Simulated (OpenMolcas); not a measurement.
W4+ (d2) in a complex was computed by CASSCF with the d shell active (OpenMolcas, ANO-RCC-VDZP on the metal). Its lowest spin-free states, and all those of the highest spin:

```
2S+1  Degeneracy  E (cm-1)
   3           1       0.0
   3           1      4111
   1           1      7231
   1           1      9357
   3           1      9369
   1           1     13601
   1           1     17667
   1           1     18950
   1           1     30355
   3           1     36747
   3           1     38700
   3           1     39218
   3           1     40648
   3           1     51176
   3           1     55647
   3           1     75991
```

Q: Is the site octahedral, tetrahedral or cube-like, axial, or of lower symmetry?

A: The states with 2S+1 = 3 have orbital degeneracies 1, 1, 1, 1, 1, 1, 1, 1, 1, 1. No state of this spin is degenerate, so the site is of lower symmetry, with no axis of order three or more. The run had W4+ with 6 ligands (water, fluoride on the axis) in tetragonal octahedral coordination (D2h) at 2.02 Å, the axial distance 1.970 Å. Ligand basis ANO-RCC-VDZP.

Without dynamic correlation the repulsion within the d shell is too large (B by tens of per cent), so at a given field states of lower spin stand too high. The least metal-like active orbital is 72 % on the metal (Löwdin) and no ligand orbital is active, so the numbers are rough. With metal d orbitals alone the field can be off either way by tens of per cent. Ligand-to-metal charge-transfer states are missing. With no ligand orbital active B as a rule stays too high, so bands that hang on it stand too high and its fall with covalency is understated. No measured value stands beside these numbers; the geometry is a model, was not optimised and need not be the one that this ion takes.
